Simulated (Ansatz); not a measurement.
# B3ClH7N: where a starting geometry ends

The starting geometry of this gas-phase singlet was optimised with GFN2-xTB; its bonds are those of `B[NH+](B)[BH2-]Cl`.

```xyz
12

B    -0.0826   -0.4196    0.4555
B     1.8253    1.3307    0.1693
B     2.1454   -0.9459    0.2618
Cl    2.9771   -1.6310    1.7080
N     1.1099    0.2894    0.8866
H    -0.6478   -1.0869    1.2297
H    -0.4997   -0.2063   -0.6122
H     1.2815    0.2667    1.8857
H     2.6429    1.9407    0.7365
H     1.4760    1.6010   -0.9098
H     1.4384   -1.7395   -0.2734
H     2.9015   -0.4064   -0.4815
```

**Question.** Predict what becomes of its bonds when it is optimised with PBE0-D3(BJ)/def2-SVP.

**Answer.** New bonds form, giving a structure with H11 bridging B1 and B3, H12 bridging B2 and B3, given below by its coordinates. Distances that change by over a tenth: B1–H11 (2.14 → 1.47 Å), B2–H12 (2.14 → 1.47 Å), B3–N5 (1.73 → 1.53 Å). Contacts that close: B1–B3 (2.30 → 1.90 Å), B2–B3 (2.30 → 1.90 Å).

The energy falls by 0.83 eV over 9 steps:

```csv
step,E − E(last) (eV)
1,0.826
2,0.522
3,0.204
4,0.052
5,0.012
6,0.007
7,0.000
8,0.000
9,0.000
```

Final geometry (Å):

```csv
atom,x (Å),y (Å),z (Å)
B,0.0826,-0.6162,0.3771
B,1.9945,1.1348,0.0927
B,1.9777,-0.7248,0.4892
Cl,3.0114,-1.6753,1.5846
N,1.0492,0.3725,1.0035
H,-0.4612,-1.3746,1.1399
H,-0.4175,-0.2999,-0.6738
H,1.0919,0.4894,2.0101
H,2.9037,1.7068,0.6394
H,1.5525,1.5047,-0.9667
H,1.1578,-1.4343,-0.2107
H,2.6253,-0.0901,-0.4291
```

Frequencies at the end are all real (lowest 189 cm⁻¹). Run with Ansatz 0.2.0, 22 s on 2 threads of Arm Neoverse V1 (shared host).
